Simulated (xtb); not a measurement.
xtb input for Sb(H)(OH)2 (H3O2Sb), SMILES [OH][SbH][OH], GFN2-xTB. 

```
$ xtb mol.xyz --gfn 2 --sp --chrg 0 --uhf 0 --json
$ cat mol.xyz
6

Sb    -0.07608194    -0.16514664     0.31164601
H     -0.97558801    -1.27969951    -0.60181935
O      1.30923019    -0.35136356    -1.06897667
H      2.13205056     0.07922986    -0.84396836
O     -0.87082292     1.39042967    -0.54950916
H     -0.78354164     1.31041959    -1.50027185
```

Log of the run:

```
[banner left out]
          |                Calculation Setup                |
           -------------------------------------------------



           -------------------------------------------------
          |                 G F N 2 - x T B                 |
           -------------------------------------------------

        Reference                      10.1021/acs.jctc.8b01176
      * Hamiltonian:
        H0-scaling (s, p, d)           1.850000    2.230000    2.230000
        zeta-weighting                 0.500000
      * Dispersion:
        s8                             2.700000
        a1                             0.520000
        a2                             5.000000
        s9                             5.000000
      * Repulsion:
        kExp                           1.500000    1.000000
        rExp                           1.000000
      * Coulomb:
        alpha                          2.000000
        third order                    shell-resolved
        anisotropic                    true
        a3                             3.000000
        a5                             4.000000
        cn-shift                       1.200000
        cn-exp                         4.000000
        max-rad                        5.000000


          ...................................................
          :                      SETUP                      :
          :.................................................:
          :  # basis functions                  21          :
          :  # atomic orbitals                  20          :
          :  # shells                           10          :
          :  # electrons                        20          :
          :  max. iterations                   250          :
          :  Hamiltonian                  GFN2-xTB          :
          :  restarted?                      false          :
          :  GBSA solvation                  false          :
          :  PC potential                    false          :
          :  electronic temp.          300.0000000     K    :
          :  accuracy                    1.0000000          :
          :  -> integral cutoff          0.2500000E+02      :
          :  -> integral neglect         0.1000000E-07      :
          :  -> SCF convergence          0.1000000E-05 Eh   :
          :  -> wf. convergence          0.1000000E-03 e    :
          :  Broyden damping             0.4000000          :
          :  net charge                          0          :
          :  unpaired electrons                  0          :
          ...................................................

 iter      E             dE          RMSdq      gap      omega  full diag
   1    -11.9437294 -0.119437E+02  0.789E+00    4.99       0.0  T
   2    -11.9475550 -0.382564E-02  0.555E+00    5.13       1.0  T
   3    -11.9421677  0.538738E-02  0.145E+00    4.96       1.0  T
   4    -11.9501616 -0.799393E-02  0.952E-01    5.11       1.0  T
   5    -11.9505398 -0.378258E-03  0.145E-01    5.10       1.0  T
   6    -11.9505891 -0.492948E-04  0.314E-02    5.09       1.3  T
   7    -11.9505895 -0.353601E-06  0.729E-03    5.09       5.6  T
   8    -11.9505895 -0.563278E-08  0.343E-03    5.09      11.9  T
   9    -11.9505895  0.212645E-08  0.171E-03    5.09      23.9  T
  10    -11.9505895 -0.606654E-08  0.195E-04    5.09     209.6  T
  11    -11.9505895  0.151772E-10  0.975E-05    5.09     418.6  T

   *** convergence criteria satisfied after 11 iterations ***

         #    Occupation            Energy/Eh            Energy/eV
      -------------------------------------------------------------
         1        2.0000           -0.8431482             -22.9432
       ...           ...                  ...                  ...
         4        2.0000           -0.5561560             -15.1338
         5        2.0000           -0.5339544             -14.5296
         6        2.0000           -0.4810833             -13.0909
         7        2.0000           -0.4792755             -13.0418
         8        2.0000           -0.4491392             -12.2217
         9        2.0000           -0.4444602             -12.0944
        10        2.0000           -0.4038014             -10.9880 (HOMO)
        11                         -0.2167968              -5.8993 (LUMO)
        12                         -0.1997310              -5.4350
        13                         -0.0357928              -0.9740
        14                          0.0090181               0.2454
        15                          0.0266970               0.7265
       ...                                ...                  ...
        20                          0.5851396              15.9225
      -------------------------------------------------------------
                  HL-Gap            0.1870045 Eh            5.0887 eV
             Fermi-level           -0.3102991 Eh           -8.4437 eV

 SCC (total)                   0 d,  0 h,  0 min,  0.003 sec
 SCC setup                      ...        0 min,  0.000 sec (  3.336%)
 Dispersion                     ...        0 min,  0.000 sec (  1.631%)
 classical contributions        ...        0 min,  0.000 sec (  0.774%)
 integral evaluation            ...        0 min,  0.000 sec ( 13.599%)
 iterations                     ...        0 min,  0.002 sec ( 55.925%)
 molecular gradient             ...        0 min,  0.001 sec ( 20.601%)
 printout                       ...        0 min,  0.000 sec (  3.830%)

         :::::::::::::::::::::::::::::::::::::::::::::::::::::
         ::                     SUMMARY                     ::
         :::::::::::::::::::::::::::::::::::::::::::::::::::::
         :: total energy             -11.909327075490 Eh    ::
         :: gradient norm              0.000338246982 Eh/a0 ::
         :: HOMO-LUMO gap              5.088651921568 eV    ::
         ::.................................................::
         :: SCC energy               -11.950589113475 Eh    ::
         :: -> isotropic ES            0.077466453801 Eh    ::
         :: -> anisotropic ES         -0.002249082542 Eh    ::
         :: -> anisotropic XC         -0.001388221667 Eh    ::
         :: -> dispersion             -0.002552324674 Eh    ::
         :: repulsion energy           0.041262037985 Eh    ::
         :: add. restraining           0.000000000000 Eh    ::
         :: total charge               0.000000000000 e     ::
         :::::::::::::::::::::::::::::::::::::::::::::::::::::

           -------------------------------------------------
          |                Property Printout                |
           -------------------------------------------------

    * Orbital Energies and Occupations

         #    Occupation            Energy/Eh            Energy/eV
      -------------------------------------------------------------
         1        2.0000           -0.8431482             -22.9432
         2        2.0000           -0.6719775             -18.2854
         3        2.0000           -0.6526605             -17.7598
         4        2.0000           -0.5561560             -15.1338
         5        2.0000           -0.5339544             -14.5296
         6        2.0000           -0.4810833             -13.0909
         7        2.0000           -0.4792755             -13.0418
         8        2.0000           -0.4491392             -12.2217
         9        2.0000           -0.4444602             -12.0944
        10        2.0000           -0.4038014             -10.9880 (HOMO)
        11                         -0.2167968              -5.8993 (LUMO)
        12                         -0.1997310              -5.4350
        13                         -0.0357928              -0.9740
Note: The following floating-point exceptions are signalling: IEEE_DENORMAL
normal termination of xtb
        14                          0.0090181               0.2454
        15                          0.0266970               0.7265
        16                          0.0860964               2.3428
        17                          0.1719693               4.6795
        18                          0.2166744               5.8960
        19                          0.4962369              13.5033
        20                          0.5851396              15.9225
      -------------------------------------------------------------
                  HL-Gap            0.1870045 Eh            5.0887 eV
             Fermi-level           -0.3102991 Eh           -8.4437 eV

     #   Z          covCN         q      C6AA      α(0)
     1  51 Sb       2.572     0.444   355.832    35.987
     2   1 H        0.940    -0.037     3.777     3.038
     3   8 O        1.588    -0.512    23.182     6.498
     4   1 H        0.828     0.294     0.735     1.345
     5   8 O        1.590    -0.508    23.110     6.487
     6   1 H        0.850     0.318     0.664     1.277

 Mol. C6AA /au·bohr⁶  :       1008.413194
 Mol. C8AA /au·bohr⁸  :      62137.967789
 Mol. α(0) /au        :         54.632093


Wiberg/Mayer (AO) data.
largest (>0.10) Wiberg bond orders for each atom

 ---------------------------------------------------------------------------
     #   Z sym  total        # sym  WBO       # sym  WBO       # sym  WBO
 ---------------------------------------------------------------------------
     1  51 Sb   3.246 --     5 O    1.150     3 O    1.133     2 H    0.937
     2   1 H    0.999 --     1 Sb   0.937
     3   8 O    2.107 --     1 Sb   1.133     4 H    0.901
     4   1 H    0.913 --     3 O    0.901
     5   8 O    2.111 --     1 Sb   1.150     6 H    0.879
     6   1 H    0.899 --     5 O    0.879
 ---------------------------------------------------------------------------

Topologies differ in total number of bonds
Writing topology from bond orders to xtbtopo.mol

molecular dipole:
                 x           y           z       tot (Debye)
 q only:        0.289      -0.215       0.494
   full:        0.444      -0.177       0.453       1.674
molecular quadrupole (traceless):
                xx          xy          yy          xz          yz          zz
 q only:        1.436       2.859      -2.761       1.527      -2.675       1.325
  q+dip:        1.916       3.953      -3.485       2.278      -2.623       1.569
   full:        2.976       4.027      -3.473       1.697      -3.194       0.497


           -------------------------------------------------
          | TOTAL ENERGY              -11.909327075490 Eh   |
          | GRADIENT NORM               0.000338246982 Eh/α |
          | HOMO-LUMO GAP               5.088651921568 eV   |
           -------------------------------------------------

------------------------------------------------------------------------
------------------------------------------------------------------------
 total:
 SCF:
```

Self-consistency was reached.
